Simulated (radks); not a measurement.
Results of a calculation; reference values are marked as such.
Si13+, 1 electrons, occupied as 2p1 (not the ground configuration).

Level of theory: scalar-relativistic Kohn-Sham, PBE, spin-polarised, spherical densities, point nucleus; open shells are filled with parallel spins first (a radial shooting solver on a logarithmic mesh with Libxc functionals).

Energy parts (Ry):
total: -49.01640
kinetic: 49.10299
electron-nucleus: -98.17707
Hartree: 2.54677
exchange-correlation: -2.48910

Orbitals (lengths in bohr, moments of r in powers of bohr):
| orbital | occ. | eigenvalue (Ry) | <1/r> |
|---|---|---|---|
| 2p up | 1 | -47.17510 | 3.506 |

The highest occupied level is 2p up at -641.85 eV. Spin moment in Bohr magnetons: 1. The density falls to 0.001 e/bohr^3 at r = 1.03 bohr. Summed over all electrons, <r^2> = 0.1528 bohr^2, which gives a Langevin (diamagnetic) susceptibility term of -0.121 x 10^-6 cm^3/mol.
